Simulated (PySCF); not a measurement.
**Gd(3+) (gadolinium, charge +3) across methods**

[Xe] 4f7, high-spin 8S determinant. All numbers are calculated (PySCF 2.14, the spin-free X2C one-electron Hamiltonian (Gaussian nucleus), in cc-pVDZ-X2C (8s7p5d3f1g, 84 functions)).

| method | E (hartree) | mean ε 5p α (eV) | mean ε 5p β (eV) | mean ε 4f α (eV) | Σ⟨r²⟩ (bohr²) | ⟨S²⟩ |
| --- | --- | --- | --- | --- | --- | --- |
| LDA | -11260.94 | -52.883 | -50.645 | -35.782 | 35.09 | 15.753 |
| UHF | -11265.42574 | -59.717 | -56.379 | -47.833 | 35.09 | 15.757 |
| PBE | -11269.08 | -52.677 | -50.378 | -35.539 | 35.12 | 15.754 |
| PBE0 | -11269.04 | -54.734 | -52.250 | -38.835 | 35.05 | 15.754 |
| r2SCAN | -11269.40 | -53.631 | -50.926 | -35.972 | 35.04 | 15.757 |

Spin-orbit coupling, which splits the p, d and f shells strongly at this Z, is absent.
